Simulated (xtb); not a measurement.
Zn(SH)(SMe) (CH4S2Zn), SMILES C[S][Zn][SH]. All values are semi-empirical tight-binding results from xtb (GFN2-xTB unless named), good for trends rather than for accurate numbers. Coordinates come from a GFN2-xTB optimisation. The structure was generated by enumeration; whether it is a known compound was not checked. Other conformers were not sampled.

Optimised geometry:

Bonded distances (Å): Zn1–S2 2.287, Zn1–S4 2.273, S2–H3 1.318, S4–C5 1.826, C5–H6 1.087, C5–H7 1.086, C5–H8 1.089. Angles (°): S2–Zn1–S4 131.5, Zn1–S2–H3 99.1, Zn1–S4–C5 93.6, S4–C5–H6 109.5, S4–C5–H7 106.1, S4–C5–H8 111.0, H6–C5–H7 109.8, H6–C5–H8 110.8, H7–C5–H8 109.5.

For metal compounds this method's bond lengths and energies can be far off.

The orbital gap is 2.08 eV and the zero-point energy is 28.5 kcal/mol. The G − E(el) at 298.15 K (modified RRHO) is 7.0 kcal/mol.

Computed atomic charges and the Wiberg bond orders between heavy atoms:
charges (e) Zn1 0.31, S2 -0.38, H3 0.18, S4 -0.27, C5 -0.04, H6 0.06, H7 0.07, H8 0.06. Bond orders Zn1–S2 0.79, Zn1–S4 0.79, S2–S4 0.34, S4–C5 1.00.
